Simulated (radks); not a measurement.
Se, 34 electrons, occupied as [Ar] 3d10 4s2 4p3.75 5s0.25 (fractional occupations, a model configuration).

All-electron calculation, scalar-relativistic Kohn-Sham, Wu-Cohen GGA, spin-polarised, spherical densities, point nucleus; open shells are filled with parallel spins first. Program: a radial shooting solver on a logarithmic mesh with Libxc functionals.

Energy parts (Ry):
part                        energy
total                  -4858.86156
kinetic                 4958.08858
electron-nucleus      -11712.25109
Hartree                 2069.85294
exchange-correlation    -174.55199

Orbitals (lengths in bohr, moments of r in powers of bohr; <r^-3> diverges for s and p1/2; r(max) is where P^2 peaks):
orbital  occ.  eigenvalue (Ry)  <r^-3>     <r^2>   r(max)      <r>
1s up       1        -919.0027       -  0.002618  0.02881  0.04409
1s down     1        -918.9941       -  0.002618  0.02881  0.04409
2s up       1        -118.1824       -   0.04531   0.1645   0.1960
2s down     1        -118.1780       -   0.04531   0.1645   0.1960
2p up       3        -103.9993    1227   0.03586   0.1317   0.1711
2p down     3        -103.9918    1227   0.03586   0.1317   0.1711
3s up       1        -15.76548       -    0.3800   0.5023   0.5744
3s down     1        -15.75376       -    0.3797   0.5023   0.5743
3p up       3        -11.33029   174.2    0.4086   0.5002   0.5900
3p down     3        -11.31693   174.2    0.4079   0.5003   0.5896
3d up       5         -4.00330   19.92    0.5006   0.4524   0.6320
3d down     5         -3.98478   19.99    0.4955   0.4523   0.6295
4s up       1         -1.41133       -     3.646    1.509    1.783
4s down     1         -1.28347       -     3.638    1.497    1.778
4p up       3         -0.60636   11.82     5.839    1.793    2.232
4p down  0.75         -0.47752   11.70     6.134    1.789    2.275
5s up    0.25         -0.07734       -     59.25    5.544    7.091

The highest occupied level is 5s up at -1.052 eV. The density falls to 0.001 e/bohr^3 at r = 4.24 bohr. Spin moment in Bohr magnetons: 2.5. Summed over all electrons, <r^2> = 52.71 bohr^2, which gives a Langevin (diamagnetic) susceptibility term of -41.8 x 10^-6 cm^3/mol.
